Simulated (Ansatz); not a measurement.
Program: Ansatz. Geometries: PBE0-D4/def2-TZVP. ΔE: electronic, gas phase. CBS: MP2 limit from def2 TZ/QZ plus the TZ coupled-cluster correction, frozen cores. This one scheme is used for every species. DFT in def2-TZVPP. HSE06 is defined as in plane-wave codes. def2 core potentials past Kr. For Zr outer-core shells are correlated without core-valence functions, which leaves a few kJ/mol of doubt a bond. Each species was taken in one conformer, which may not be the lowest.

`CC(C)(C)[CH2][Zr]([F])([F])[F]` → `[CH3][Zr]([F])([F])[F]` + `C=C(C)C`  (alkene loss)

`CC(C)(C)[CH2][Zr]([F])([F])[F]`:

```xyz
20

C    -0.118   -0.833   -1.261
C    -0.296   -0.484    0.218
C    -0.267   -1.771    1.040
C    -1.644    0.205    0.416
C     0.837    0.451    0.668
Zr    1.396    2.101   -0.688
F     2.579    1.350   -1.974
F    -0.186    2.822   -1.467
F     2.279    3.375    0.410
H    -0.867   -1.559   -1.588
H     0.870   -1.262   -1.454
H    -0.243    0.046   -1.907
H    -1.081   -2.443    0.751
H    -0.371   -1.553    2.106
H     0.677   -2.305    0.898
H    -1.802    0.453    1.469
H    -1.716    1.129   -0.164
H    -2.463   -0.448    0.101
H     1.778   -0.120    0.751
H     0.639    0.847    1.674
```

`[CH3][Zr]([F])([F])[F]`:

Cartesian coordinates in Å:
```
C 1.040 0.499 0.078
Zr -0.942 -0.452 -0.070
F -1.481 -0.296 -1.884
F -0.714 -2.261 0.459
F -2.087 0.503 1.105
H 0.994 1.554 -0.215
H 1.765 0.001 -0.576
H 1.424 0.451 1.103
```

`C=C(C)C`:

Cartesian coordinates in Å:
```
C -1.364 0.567 -0.453
C -0.190 0.079 -0.063
C 0.077 -1.391 0.009
C 0.949 0.965 0.332
H -1.545 1.635 -0.500
H -2.181 -0.087 -0.737
H 0.920 -1.664 -0.635
H -0.791 -1.977 -0.294
H 0.355 -1.686 1.026
H 1.820 0.785 -0.307
H 0.684 2.020 0.263
H 1.267 0.754 1.358
```

```json
{"level": "BHLYP-D4", "ΔE (kcal/mol)": "19.3"}
{"level": "BLYP", "ΔE (kcal/mol)": "4.9"}
{"level": "HSE06", "ΔE (kcal/mol)": "18.1"}
{"level": "CAM-B3LYP", "ΔE (kcal/mol)": "14.6"}
{"level": "MP2/def2-SVP", "ΔE (kcal/mol)": "28.5"}
{"level": "CCSD/def2-SVP", "ΔE (kcal/mol)": "24.6"}
{"level": "CCSD(T)/def2-TZVPP", "ΔE (kcal/mol)": "22.1"}
{"level": "HF/def2-QZVPP", "ΔE (kcal/mol)": "8.0"}
```

(1) What does CCSD(T)/CBS give? (Estimate.)

Largest T1 diagnostic among the species: 0.017.

Results:

(1) Ansatz gave: +21.6 kcal/mol. The listed levels differ from it by -2.3, -16.7, -3.5, -7.0, 6.9, 3.0, 0.5, -13.6 kcal/mol.

From PBE to PBE0 (25 % exact exchange), in def2-TZVPP and without D4, ΔE moves by +3.1 kcal/mol. Leaving LDA and LC-ωPBE aside and taking each functional with its dispersion term where it has one, the values, not all of them listed here, spread over 9.4 kcal/mol, from BLYP-D4 to PBE-QIDH. LDA lies +13.8 kcal/mol from PBE without D4. In def2-TZVPP, CCSD(T) changes the Hartree–Fock value by +13.8 kcal/mol (the triples alone add +1.3 kcal/mol) and MP2 by +16.7 kcal/mol.

CCSD(T)/CBS has its own doubt, a few kJ/mol and more with outer-core shells, so smaller differences from it don't rank the levels.
